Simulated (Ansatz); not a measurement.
Program: Ansatz. Geometries: PBE0-D4/def2-TZVP. ΔE: electronic, gas phase. CCSD(T)/CBS is the MP2 limit (def2-TZVPP, def2-QZVPP) plus CCSD(T) − MP2 in def2-TZVPP, frozen cores. Functionals use def2-TZVPP. B3LYP here is the variant with VWN-RPA as its local correlation; programs differ in this. For Ge outer-core shells are correlated without core-valence functions, which leaves a few kJ/mol of doubt a bond. Scalar relativity is left out up to krypton. Each species was taken in one conformer, which may not be the lowest.

`FB1OC1[SiH2]Cl` + `[SH][GeH3]` → `Cl[SiH2][S][GeH3]` + `FB1CO1`  (ligand exchange at the Si–C bond)

```tsv
level	ΔE (kJ/mol)	difference from CCSD(T)/CBS
PBE-D4	-64.6	2.5
r2SCAN-D4	-65.2	1.9
PBE0-D4	-67.5	-0.4
B3LYP-D4	-62.8	4.3
ωB97X-V	-63.7	3.4
ωB97M-V	-64.2	2.9
B2PLYP	-62.2	4.9
PBE	-62.1	5.0
r2SCAN	-64.8	2.3
PBE0	-65.3	1.8
B3LYP	-58.4	8.7
HF/def2-TZVPP	-62.1	5.0
MP2/def2-TZVPP	-69.1	-2.0
SCS-MP2/def2-TZVPP	-65.4	1.7
CCSD/def2-TZVPP	-62.0	5.1
CCSD(T)/def2-TZVPP	-62.8	4.3
HF/def2-QZVPP	-61.7	5.4
MP2/def2-QZVPP	-71.5	-4.4
SCS-MP2/def2-QZVPP	-67.6	-0.5
HF/CBS(def2)	-61.7	5.4
MP2/CBS(def2)	-73.5	-6.4
CCSD/CBS(def2)	-66.4	0.7
CCSD(T)/CBS	-67.1	0
```

Largest T1 diagnostic among the species: 0.014.

From PBE to PBE0 (25 % exact exchange), in def2-TZVPP and without D4, ΔE moves by −3.2 kJ/mol. The D4 term adds −4.4 kJ/mol with B3LYP and −2.2 kJ/mol with PBE0; it sums over pairs of atoms, weighted by their polarisabilities, and B3LYP, whose exchange is more repulsive, gets the larger term.
